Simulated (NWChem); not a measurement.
# Si₂H₅Cl; SMILES Cl[SiH2][SiH3]

```xyz
8

Si     0.3680    -1.8436     0.0017
Si    -0.8315     0.1697     0.0026
Cl     0.5455     1.7291    -0.0036
H     -0.5782    -3.0022     0.0060
H      1.2245    -1.9107    -1.2200
H      1.2318    -1.9076     1.2185
H     -1.6866     0.3034     1.2183
H     -1.6939     0.3002    -1.2083
```
Atoms are numbered in this order, from 1.

Level: PBE0/def2-SVP (NWChem), optimised geometry, unscaled harmonic frequencies. 

```json
[
 {"frequency (cm⁻¹)": "111", "IR intensity (km/mol)": "0.2"},
 {"frequency (cm⁻¹)": "116", "IR intensity (km/mol)": "2.9"},
 {"frequency (cm⁻¹)": "355", "IR intensity (km/mol)": "18.9"},
 {"frequency (cm⁻¹)": "417", "IR intensity (km/mol)": "11.1"},
 {"frequency (cm⁻¹)": "513", "IR intensity (km/mol)": "30.5"},
 {"frequency (cm⁻¹)": "556", "IR intensity (km/mol)": "42.3"},
 {"frequency (cm⁻¹)": "589", "IR intensity (km/mol)": "0.4"},
 {"frequency (cm⁻¹)": "705", "IR intensity (km/mol)": "5.6"},
 {"frequency (cm⁻¹)": "806", "IR intensity (km/mol)": "378.1"},
 {"frequency (cm⁻¹)": "875", "IR intensity (km/mol)": "71.2"},
 {"frequency (cm⁻¹)": "927", "IR intensity (km/mol)": "10.3"},
 {"frequency (cm⁻¹)": "930", "IR intensity (km/mol)": "37.1"},
 {"frequency (cm⁻¹)": "943", "IR intensity (km/mol)": "102.7"},
 {"frequency (cm⁻¹)": "2223", "IR intensity (km/mol)": "68.1"},
 {"frequency (cm⁻¹)": "2237", "IR intensity (km/mol)": "36.5"},
 {"frequency (cm⁻¹)": "2240", "IR intensity (km/mol)": "104.1"},
 {"frequency (cm⁻¹)": "2240", "IR intensity (km/mol)": "3.3"},
 {"frequency (cm⁻¹)": "2249", "IR intensity (km/mol)": "161.1"}
]
```

```yaml
zero_point_energy: 27.2 kcal/mol
thermal correction to the enthalpy at 298.15 K (with zero-point energy): 31.5 kcal/mol
heat capacity Cv: 19.6 cal/(mol K)
entropy at 298.15 K and 1 atm (symmetry number 1): 77.0 cal/(mol K)
dipole_moment: 1.43 D
```

Rigid rotor and harmonic oscillator.
